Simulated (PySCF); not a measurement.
# Working out the ionisation energy of Tc⁺

Tc⁺ [Kr] 4d5 5s1 (7S) → Tc²⁺ [Kr] 4d5 (6S). Computed with PySCF 2.14 in x2c-SVPall, with scalar relativity by spin-free X2C-1e. Frozen: [Kr]. Energies in hartree (1 hartree = 27.21139 eV):

```tsv
part	Tc⁺ (lower)	Tc²⁺ (upper)
UHF	-4282.443369	-4281.920933
MP2 opposite-spin	0.000000	0.000000
MP2 same-spin	-0.059378	-0.046368
```

Problem. What does Hartree-Fock give?

Solution. (-4281.920933) − (-4282.443369) = 0.522436 hartree = 14.216 eV.

Problem. What do MP2 and SCS-MP2 (6/5 opposite-spin, 1/3 same-spin) give?

Solution. The opposite-spin parts differ by 0.000 eV and the same-spin parts by 0.354 eV. MP2: 14.216 + (0.000) + (0.354) = 14.570 eV. SCS-MP2: 14.216 + 1.2 × (0.000) + (0.354)/3 = 14.334 eV.

Reference: 15.26 eV (semi-empirical (NIST evaluation); NIST Atomic Spectra Database, ionization energies).

A double-zeta basis recovers only part of the correlation energy.

What remains against the reference includes basis incompleteness, the frozen core and correlation beyond second order.
